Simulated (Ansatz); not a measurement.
Results of the Gaussian-basis code of Ansatz.

A structure relaxed at PBE0-D4/def2-TZVP, charge 0, multiplicity 1:

```xyz
10

F     0.929    1.318    0.911
C     0.221    0.335    0.291
C     1.129   -0.708   -0.269
Cl    2.037   -1.563    1.004
O    -0.835   -0.137    1.109
Si   -1.508    0.663   -0.202
H     0.552   -1.453   -0.814
H     1.855   -0.246   -0.936
H    -2.132    1.973    0.069
H    -2.248   -0.182   -1.164
```

(1) Give its formula and SMILES.

(2) Summarise the bond lengths by kind.

Results:

(1) C2H4ClFOSi, `FC1(CCl)O[SiH2]1`.

(2) 1 × C–F 1.361 Å; 1 × C–C 1.492 Å; 1 × C–O 1.417 Å; 1 × C–Si 1.829 Å; 1 × C–Cl 1.782 Å; 2 × C–H 1.089 Å; 1 × O–Si 1.677 Å; 2 × H–Si 1.476 to 1.479 Å.
